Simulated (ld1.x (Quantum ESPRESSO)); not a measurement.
What the settings do to the TM potential of zirconium

Base potential:

```json
{"Element": "zirconium", "Generator": "ld1.x (Quantum ESPRESSO) 7.5", "Type": "norm-conserving Troullier–Martins (Kleinman–Bylander form)", "Functional": "LDA (PZ)", "Relativity": "scalar-relativistic", "Frozen core": "[Kr]", "Valence charge": "4", "Reference configuration": "4d2 5s2 5p0", "Partial waves": "5p (bound, empty): rc 3.05 bohr; 4d (bound): rc 1.85 bohr; 4f channel at 0.1 Ry: rc 2.80 bohr; 5s (bound): rc 3.25 bohr", "Local potential": "the s channel", "Core correction": "Bessel-smoothed model core, default radius (core density twice the valence density)"}
```

All-electron outer shells of the reference configuration (LDA (PZ), scalar-relativistic, ld1.x):

| shell | level (eV) | outermost node (bohr) | outermost maximum (bohr) |
| --- | --- | --- | --- |
| 4s | -54.51 | 0.55 | 1.08 |
| 4p | -32.50 | 0.56 | 1.17 |
| 5s | -4.60 | 1.47 | 3.11 |
| 4d | -3.74 | 0.58 | 1.61 |
| 5p | -1.55 | 1.70 | 4.15 |

Cutoffs, loose and tight: the cutoffs (Ry, on a coarse ladder) from which the occupation-weighted sum of valence levels, in a spherical-Bessel basis at the reference potential, stays within 10 and 1 mRy of its value at 400 Ry. They do not see the model core or the augmentation charge, which bear on the density cutoff. Test errors are all-electron minus pseudo excitation energies from the reference, over the configurations 4d2 5s1 5p0; 4d2 5s0 5p0; 4d1 5s0 5p0; 4d2 5s1 5p1; 4d2 5s1.5 5p0; 4d3 5s1 5p0; 4d2 5s0 5p2 (two spin-polarised tests are not counted in the largest error). A dash means not determined; rows that change the core or the reference have their own tests.

A true bound ghost makes a file unfit for plane-wave use even where its test errors are small: the radial tests pick states by their node count and pass the ghost by.

Cutoffs are not given where the Bessel-basis levels miss the radial ones by over 6 mRy, ghosts where they miss by over 20 mRy; a channel whose overlap is not positive is not tested.

The default core radius of the base comes out at 1.99 bohr.

```tsv
change	outcome	cutoff, loose	cutoff, tight	bound ghosts	largest test error (meV)
base	generated	30 Ry	40 Ry	none	-304
core correction Bessel-smoothed model core inside 0.74 bohr	generated	30 Ry	40 Ry	none	-305
functional PW91	generated	30 Ry	40 Ry	none	-307
type ultrasoft; waves now 5s (bound): rcut 2.85, rcutus 3.25 bohr; 5s channel at 2.85 Ry: rcut 2.85, rcutus 3.25 bohr; 5p (bound): rcut 2.65, rcutus 3.05 bohr; 5p channel at 2.6 Ry: rcut 2.65, rcutus 3.05 bohr; 4d (bound): rcut 1.60, rcutus 1.85 bohr; 4d channel at 2.7 Ry: rcut 1.60, rcutus 1.85 bohr; 4f channel at 0.1 Ry: rcut 2.45, rcutus 2.80 bohr; 4f channel at 1.95 Ry: rcut 2.45, rcutus 2.80 bohr; local potential all-electron potential smoothed inside 2.50 bohr (lloc = -1); augmentation built from norm-conserving waves at rcut, not smoothed further	generated	–	–	not determined	test run stopped at test 1 of 9 (negative rho)
core [Ar] 3d10 4s2, valence charge 10; reference 4p6 4d2 5s2 5p0; waves now 5s (bound): rc 2.25 bohr; 4p (bound): rc 2.20 bohr; 4d (bound): rc 2.05 bohr; 4f channel at 0.1 Ry: rc 2.00 bohr; local potential all-electron potential smoothed inside 2.15 bohr (lloc = -1); core correction a·sin(br)/r model core inside 1.75 bohr	generated	30 Ry	45 Ry	s	+58
wave 4f channel at 0.1 Ry: rc 2.80 bohr becomes 4f channel at 0.1 Ry: rc 4.20 bohr	generated	30 Ry	40 Ry	none	-304
wave 4f channel at 0.1 Ry: rc 2.80 bohr becomes 4f channel at 0.78 Ry: rc 2.80 bohr	generated	30 Ry	40 Ry	none	-304
all radii but the core radius scaled by about 0.92 (s 2.98, p 2.80, d 1.70, f 2.56 bohr)	generated	30 Ry	40 Ry	p	-295
```
